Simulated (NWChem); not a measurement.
System: CrNHSF2; SMILES [NH]=[Cr]([F])([F])=[S]

```xyz
6

Cr     0.0222    -0.2934     0.0000
N      1.4757    -0.8953     0.0000
H      2.4827    -0.7044     0.0000
S      0.2023     1.6618     0.0000
F     -0.7718    -0.8050    -1.4109
F     -0.7718    -0.8050     1.4109
```
Atoms are numbered in this order, from 1.

Level: PBE0/def2-SVP (NWChem), optimised geometry, unscaled harmonic frequencies. 

Problem. List the harmonic frequencies with IR intensities, and the thermochemistry.

Solution. 
| frequency (cm⁻¹) | IR intensity (km/mol) |
|---|---|
| 219 | 5.2 |
| 220 | 1.0 |
| 274 | 1.0 |
| 293 | 14.0 |
| 323 | 11.2 |
| 530 | 43.8 |
| 548 | 235.6 |
| 624 | 0.6 |
| 756 | 148.8 |
| 812 | 160.9 |
| 1108 | 84.8 |
| 3556 | 202.8 |

| Item | Result |
|---|---|
| zero-point energy | 13.2 kcal/mol |
| thermal correction to the enthalpy at 298.15 K (with zero-point energy) | 17.5 kcal/mol |
| heat capacity Cv | 19.6 cal/(mol K) |
| entropy at 298.15 K and 1 atm (symmetry number 1) | 77.9 cal/(mol K) |
| dipole moment | 2.99 D |

Rigid rotor and harmonic oscillator.
